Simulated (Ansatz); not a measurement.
Program: Ansatz. Geometries: PBE0-D4/def2-TZVP. ΔE: electronic, gas phase. CCSD(T)/CBS adds triple-zeta CCSD(T) − MP2 to the extrapolated MP2 energy (def2 sets, frozen cores). This one scheme is used for every species. Functionals use def2-TZVPP. HSE06 is defined as in plane-wave codes. def2 core potentials past Kr. For Sn outer-core shells are correlated without core-valence functions, which leaves a few kJ/mol of doubt a bond. Each species was taken in one conformer, which may not be the lowest.

Reaction (ligand exchange at the Sn–F bond): `[OH][SnH2][F]` + NH₃ → `[NH2][SnH2][OH]` + H–F

CCSD(T)/CBS gives +15.8 kcal/mol.

Another level gave +17.2 kcal/mol. Which?
A. ωB97X-V/def2-TZVPP
B. HSE06/def2-TZVPP
C. CAM-B3LYP/def2-TZVPP
D. MP2/def2-TZVPP

B. HSE06 17.2, MP2/def2-TZVPP 14.5, ωB97X-V 18.4, CAM-B3LYP 19.4 kcal/mol.

What do rigid-rotor, harmonic-oscillator terms from PBE0-D4/def2-TZVP frequencies (298.15 K, 1 bar) make of the CCSD(T)/CBS value? (An estimate is asked.)

The calculation gave: ΔZPE = -1.4 kcal/mol, ΔH = +14.9 kcal/mol, ΔS = 7 J/(mol·K), ΔG = +14.4 kcal/mol.

Largest T1 diagnostic among the species: 0.014.

Leaving LDA and LC-ωPBE aside and taking each functional with its dispersion term where it has one, the values, not all of them listed here, spread over 4.5 kcal/mol, from PBE-QIDH to B97M-V. LDA lies −2.5 kcal/mol from PBE without D4. The D4 term adds −1.2 kcal/mol with B3LYP and −0.6 kcal/mol with PBE0; it sums over pairs of atoms, weighted by their polarisabilities, and B3LYP, whose exchange is more repulsive, gets the larger term.

B3LYP here is the variant with VWN-RPA as its local correlation; programs differ in this.
